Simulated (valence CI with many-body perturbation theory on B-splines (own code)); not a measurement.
Results of a calculation; reference values are marked as such.
# Tb³²⁺: magnetic and hyperfine properties of the levels

Level of theory: configuration interaction combined with many-body perturbation theory (CI+MBPT): five valence electrons over a frozen Dirac-Fock core [Ar] 3d10, radial functions for each j: 11 s, 11 p, 10 d, 8 f, 5 g, 2 h, with the one-electron correlation potential Σ1, the two-electron term Σ2, the three-electron term Σ3, Breit, model QED; selected CI, second order for the rest, scaled by the run's own slope (own B-spline code, finite nucleus).

No measured spectrum was set against this ion. As an estimate, large intervals hold to a few tenths of a per cent, small ones and those within an open d or f shell to about a per cent. Among the levels kept, up to 2000 cm⁻¹ of a level comes from second order outside the variational space, and about a tenth of that is noise between levels of different J, which matters for small intervals.

A/g_I is the dipole constant over the nuclear g factor μ/I (μ in nuclear magnetons, uniformly magnetised nucleus), B/Q the quadrupole constant per barn. Both hold the static response of the core; the bare values leave it out. Large factors of s and p1/2 electrons are usually good to 5 to 10 %; those of open d and f shells near neutrality can be off by tens of per cent, and small factors of p3/2, d and f electrons come from cancelling terms and can be off by a factor of two or in sign, in half-filled shells by more. B is blank for J = 1/2, where it vanishes, and for nearly pure S terms. Energies count from the lowest level.

Levels are named by their leading jj configuration (3d3/2^4 stands for four electrons in 3d with j = 3/2), which in mixed levels can hold well under half, so a name can repeat and another be missing. Letters in brackets count levels of one name in rising energy.

```tsv
Level	E (cm⁻¹)	g	A/g_I (MHz)	A/g_I bare	B/Q (MHz/b)	B/Q bare
(4s^2 4p1/2^2 4p3/2) J=3/2	0	1.395	31100	29700	57100	54900
(4s^2 4p1/2 4p3/2^2) J=3/2	339770	1.442	-8140	-8120	11800	11300
(4s^2 4p1/2 4p3/2^2) J=5/2	375790	1.197	75300	72400	-176	-159
(4s^2 4p1/2 4p3/2^2) J=1/2	421130	0.661	244000	235000		
(4s^2 4p3/2^3) J=3/2	766780	1.290	34200	32800	-68800	-66100
(4s 4p1/2^2 4p3/2^2) J=5/2	936350	1.497	166000	160000	17300	16600
(4s^2 4p1/2^2 4d3/2) J=3/2	970480	0.894	-8830	-8140	-5860	-5500
(4s 4p1/2^2 4p3/2^2) J=1/2	1046500	2.195	711000	684000		
(4s 4p1/2^2 4p3/2^2) J=3/2	1075200	1.082	-63200	-60800	-9160	-8810
(4s^2 4p1/2^2 4d5/2) J=5/2	1118000	1.198	15400	15200	17700	17200
(4s 4p1/2 4p3/2^3) J=3/2 [a]	1292500	1.385	97300	93800	-48200	-46300
(4s^2 4p1/2 4p3/2 4d3/2) J=5/2 [a]	1316800	1.066	91100	87900	-23600	-22700
(4s^2 4p1/2 4p3/2 4d3/2) J=1/2 [a]	1319500	0.379	49400	48500		
(4s^2 4p1/2 4p3/2 4d3/2) J=3/2	1320100	1.069	82700	79900	-31100	-29900
(4s 4p1/2 4p3/2^3) J=5/2	1351000	1.146	146000	140000	-64500	-61900
(4s^2 4p1/2 4p3/2 4d3/2) J=7/2	1357900	1.072	54100	52300	49400	47600
(4s^2 4p1/2 4p3/2 4d5/2) J=7/2 [a]	1403100	1.312	-8540	-8050	69100	66600
(4s 4p1/2 4p3/2^3) J=1/2	1417900	1.181	-25800	-25200		
(4s^2 4p1/2 4p3/2 4d5/2) J=9/2	1441800	1.207	40800	39400	53400	51600
(4s 4p1/2 4p3/2^3) J=3/2 [b]	1442300	1.181	-30000	-28700	-2810	-2720
(4s^2 4p1/2 4p3/2 4d3/2) J=5/2 [b]	1447200	1.265	11500	11300	27400	26400
(4s^2 4p1/2 4p3/2 4d5/2) J=3/2 [a]	1458200	1.113	4980	4920	-13800	-13300
(4s^2 4p1/2 4p3/2 4d3/2) J=1/2 [b]	1489500	1.976	11600	11300		
(4s^2 4p1/2 4p3/2 4d5/2) J=5/2 [a]	1499900	1.182	68700	66400	-33400	-32100
(4s^2 4p1/2 4p3/2 4d5/2) J=3/2 [b]	1518800	1.428	56300	54500	-16700	-16100
(4s^2 4p1/2 4p3/2 4d5/2) J=7/2 [b]	1522900	1.087	46300	44800	20000	19400
(4s^2 4p1/2 4p3/2 4d5/2) J=5/2 [b]	1550600	1.190	4690	4670	19900	19300
(4s^2 4p1/2 4p3/2 4d5/2) J=3/2 [c]	1560800	0.859	63100	61200	17400	16800
(4s^2 4p1/2 4p3/2 4d5/2) J=1/2	1591900	1.031	-69300	-66200		
(4s 4p3/2^4) J=1/2 [a]	1745900	1.651	383000	369000		
(4s^2 4p3/2^2 4d5/2) J=7/2	1789800	1.268	18100	17700	12500	12000
(4s^2 4p3/2^2 4d3/2) J=1/2	1790200	1.156	17700	16000		
(4s^2 4p3/2^2 4d3/2) J=3/2 [a]	1793700	1.164	23800	22900	-26800	-25800
(4s^2 4p3/2^2 4d3/2) J=5/2	1799400	1.208	34700	33600	-9580	-9250
(4s^2 4p3/2^2 4d5/2) J=9/2	1802600	1.233	19200	18700	38000	36800
(4s^2 4p3/2^2 4d3/2) J=7/2	1827400	1.089	26800	25900	3890	3980
(4s^2 4p3/2^2 4d3/2) J=3/2 [b]	1868500	0.945	17000	16900	21200	20600
(4s^2 4p3/2^2 4d5/2) J=5/2 [a]	1891300	1.204	8950	8980	80800	77800
(4s 4p1/2^2 4p3/2 4d3/2) J=5/2 [a]	1914500	1.334	118000	114000	15800	15200
(4s 4p1/2^2 4p3/2 4d3/2) J=3/2 [a]	1918100	1.434	119000	115000	-4970	-4870
```

Problem. Take the isotope of mass number 159, with I = 3/2, μ = 2.009 μN, leaving out the quadrupole term. What is the hyperfine structure of (4s 4p1/2^2 4p3/2^2) J=1/2?

Solution. From the table A = 952000 MHz. Shifts from the centre of gravity in MHz: F = 1: -1190000, F = 2: 714000.
